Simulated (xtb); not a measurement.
CH3F2MoNS, SMILES C[N]=[Mo]([F])([F])=[S], multiplicity 1. All values are semi-empirical tight-binding results from xtb (GFN2-xTB unless named), good for trends rather than for accurate numbers. Coordinates come from a GFN2-xTB optimisation. The multiplicity is an assumed one; no other spin state was optimised. The structure was generated by enumeration; whether it is a known compound was not checked.

A frequency run showed that this geometry is not a minimum.

For metal compounds this method's bond lengths and energies can be far off.

```json
{
 "orbital_gap": "2.25 eV"
}
```
